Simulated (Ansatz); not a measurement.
A run for Ansatz (a quantum-chemistry and plane-wave program): FCI/6-31G on MgO, a point of a bond scan (R = 2.348 Å).

Ansatz 0.2 input:
```yaml
crystal:
  periodic: [false, false, false]
  atoms:
    - {symbol: Mg, position_ang: [-0.00000000, -0.00000000, -0.69577288]}
    - {symbol: O, position_ang: [0.00000000, 0.00000000, 1.65246059]}
basis:
  gaussian:
    orbitals: 6-31G
magnetization: {spin_polarized: false}
correlation: {method: fci, electrons: outside_noble_gas}
```

Output:

```
Functional definition: HF
[...]
integrals: 0.00 GiB planned
382 factors; integrals over basis functions are off by at most 7.4e-8 eV
mean field: 0.05 GiB planned
mean field evaluation 1: about -7451.3668 eV, gradient 5.9e1 eV
mean field evaluation 2: about -7451.3711 eV, gradient 5.9e1 eV
mean field evaluation 4: about -7456.6008 eV, gradient 3.8e1 eV
mean field evaluation 8: about -7463.3216 eV, gradient 7.1e0 eV
mean field evaluation 16: about -7463.5107 eV, gradient 6.3e-6 eV
mean field evaluation 32: about -7462.1553 eV, gradient 5.8e-4 eV
mean field evaluation 64: about -7462.1553 eV, gradient 2.7e-3 eV
mean field evaluation 96: about -7461.4135 eV, gradient 1.3e1 eV
mean field -7463.51066992 eV, -274.2789581704 hartree, gradient 6.3e-6 eV, S^2 0.000000; 7 other end points of the search recorded, 0 dependent functions left out; unrestricted orbitals would lower it
determinant -7463.51066992 eV, -274.2789581704 hartree, with singles and doubles -7468.36430768 eV, -274.4573260680 hartree
determinant -7462.15528878 eV, -274.2291488323 hartree, with singles and doubles -7465.39331571 eV, -274.3481441272 hartree
unrestricted determinant -7466.05621638 eV, -274.3725052771 hartree, S^2 1.0057
6 core orbitals not correlated
reference -7463.51066992 eV, -274.2789581704 hartree; 4, 4 occupied and 12, 12 virtual orbitals, 382 factors
configuration interaction: 0.29 GiB planned
state -7469.06411434 eV, -274.4830434886 hartree
Total energy: -7469.06411434 eV, -274.4830434886 hartree
```

The run converged.

Cost: about 14 core-seconds (a rough figure).
